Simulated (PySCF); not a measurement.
System: C3H11GeN, charge 0, multiplicity 1. 
Geometry from a B3LYP-D3(BJ)/def2-TZVP (Ansatz) optimisation:
SMILES: [Ge]([CH3])([NH2])([CH3])[CH3]
```xyz
16

C      1.8299     0.0606    -0.7027
Ge    -0.0005    -0.0012     0.0008
C     -1.1428    -1.0874    -1.1874
C     -0.7682     1.7919     0.2123
N      0.1376    -0.7033     1.7215
H      2.4618     0.6597    -0.0475
H      2.2499    -0.9441    -0.7662
H      1.8421     0.4992    -1.7012
H     -1.1966    -0.6422    -2.1825
H     -0.7412    -2.0970    -1.2830
H     -2.1545    -1.1553    -0.7853
H     -1.7664     1.7322     0.6482
H     -0.8473     2.2913    -0.7540
H     -0.1387     2.3926     0.8684
H     -0.7384    -0.7466     2.2267
H      0.5690    -1.6179     1.7662
```

Dispersion corrections to the total energy (kcal/mol) from the dftd3 and dftd4 libraries through PySCF: D3(BJ) without and D4 with the three-body term, each with the damping fitted for the functional named.

```
functional      D3(BJ)      D4
----------  ----------  ------
BLYP            -16.22  -16.02
BHLYP           -10.75   -9.15
TPSS        (withheld)  -10.05
TPSSh            -9.08   -9.19
HF          (withheld)  -24.71
BP86            -12.58  -10.17
PBE         (withheld)   -7.50
```

Task: What belongs in the gaps?

Result: 
- TPSS, D3(BJ): -9.77
- HF, D3(BJ): -55.99
- PBE, D3(BJ): -7.69
